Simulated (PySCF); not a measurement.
Species: W(NMe)Cl4, CH3Cl4NW (singlet state).
Geometry (PBE0-D3(BJ)/def2-SVP, Å), atoms numbered from 1 in this order:
```
atom  x, y, z in Å
W1     0.039   -0.007   -1.321
N2     0.002   -0.002    0.378
C3    -0.023   -0.007    1.788
H4    -1.055    0.146    2.143
H5     0.347   -0.974    2.166
H6     0.616    0.802    2.177
Cl7    2.315   -0.011   -1.766
Cl8    0.052    2.244   -1.864
Cl9   -2.216   -0.007   -1.854
Cl10   0.048   -2.263   -1.843
```

Theory: PySCF, PBE0-D3(BJ)/def2-SVP geometry optimisation, gas phase, def2 core potentials past Kr.

Question: Which atoms are bound to W1, and at what distances?

Answer: 5 atoms: N2 1.699 Å, Cl8 2.316 Å, Cl10 2.316 Å, Cl9 2.318 Å, Cl7 2.319 Å. The nearest atom not counted as bound is C3, at 3.11 Å.

Question: List the angles at W1.

Answer: 
```
      angle  degrees  distance of the outer atoms (Å)
 Cl7–W1–Cl9    155.6                             4.53
Cl8–W1–Cl10    153.4                             4.51
  N2–W1–Cl8    103.4                             3.17
 N2–W1–Cl10    103.2                             3.17
  N2–W1–Cl7    102.3                             3.15
  N2–W1–Cl9    102.1                             3.15
Cl9–W1–Cl10     87.2                             3.20
 Cl8–W1–Cl9     87.2                             3.20
Cl7–W1–Cl10     87.2                             3.20
 Cl7–W1–Cl8     87.2                             3.20
```

Question: What is the shape at W1?

Answer: Square pyramidal: τ5 = (β − α)/60° = 0.04 from the two widest angles, 155.6° and 153.4° (0 for a square pyramid, 1 for a trigonal bipyramid).

Question: What are the other bond lengths?

Answer: N2–C3 1.410 Å; C3–H4, C3–H5, C3–H6 1.102 Å.

Question: Give some angles away from the centre.

Answer: W1–N2–C3 179.6°.

Point group: near Cs, missed by 0.20 Å at most; the miss may be what the optimiser left on a soft mode. Charge 0, singlet. PBE0-D3(BJ)/def2-SVP frequencies: not computed here.

On an AMD EPYC with one thread, no GPU, shared host with 64 logical CPUs at a one-minute load of 56, this took 4.2 min of wall time and 0.61 GiB of memory at its peak. These figures are those of the optimisation.
